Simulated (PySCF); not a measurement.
Nb(O)(F)2(OH) (F₂HNbO₂), SMILES [O]=[Nb]([OH])([F])[F], multiplicity 1.

Coordinates come from a B3LYP-D3(BJ)/def2-SVP optimisation. The multiplicity is an assumed one; no other spin state was optimised. The structure was generated by enumeration; whether it is a known compound was not checked. The def2 effective core potentials stand for the cores of Nb; spin–orbit coupling is left out. The values are those of a single conformer.

These are CAM-B3LYP/def2-TZVP (PySCF) values and carry that method's errors.

Symmetry labels are those of the subgroup Cs that the program uses (full group Cs).

Computed valence orbital energies around the gap with their symmetry:
```csv
orbital,symmetry,energy (eV)
HOMO−7,A',-14.60
HOMO−6,A',-14.38
HOMO−5,A",-13.79
HOMO−4,A',-12.88
HOMO−3,A",-12.35
HOMO−2,A',-11.88
HOMO−1,A',-11.73
HOMO,A",-11.68
LUMO,A',-0.77
LUMO+1,A",-0.64
LUMO+2,A',-0.02
LUMO+3,A',0.41
```
